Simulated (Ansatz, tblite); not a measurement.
Isomers of Sb3 (doublet), found by a short tight-binding search and relaxed with r2SCAN-D4/def2-SVP in Ansatz.

In the def2 sets Sb takes a core potential; there is no spin–orbit coupling. The xTB rows come from tblite.

Run but left out: HF/def2-SVP, HF/def2-TZVP, B2PLYP/def2-TZVP, MP2/def2-SVP, CCSD/def2-SVP, CCSD(T)/def2-SVP (A: ⟨S²⟩ 1.04 to 1.94, where a pure state has 0.75).

A: At PBE-D4/def2-TZVP the gap within one spin of the charge 0 doublet nearly closes, so an electron or hole may be smeared out by delocalisation error. At r2SCAN-D4/def2-TZVP, PBE0-D4/def2-TZVP the charge 0 doublet is spin-contaminated (final ⟨S²⟩ up to 0.86, 0.75 for a pure state). B: At r2SCAN-D4/def2-TZVP, PBE0-D4/def2-TZVP the charge 0 doublet is spin-contaminated (final ⟨S²⟩ up to 0.91, 0.75 for a pure state).

Other spin states were run for one of them alone.

A:

```csv
atom,x (Å),y (Å),z (Å)
Sb1,0.000,0.001,0.000
Sb2,1.902,0.916,-1.458
Sb3,-1.901,-0.917,1.458
```

B:

Cartesian coordinates in Å:
```
Sb -0.6640 -1.2585 -0.8058
Sb -0.1980 1.4097 -0.5755
Sb 0.8619 -0.1513 1.3813
```

Problem. Estimate which lies lowest at each level, and how far above it the others are (eV).

Solution. 
```csv
level,A,B
GFN1-xTB,1.71,0.00
GFN2-xTB,1.46,0.00
PBE-D4/def2-TZVP,1.54,0.00
r2SCAN-D4/def2-TZVP,1.56,0.00
PBE0-D4/def2-TZVP,1.70,0.00
```
Point groups (tolerance 0.1 Å): A D∞h, B C2v. Lower isomers may exist.
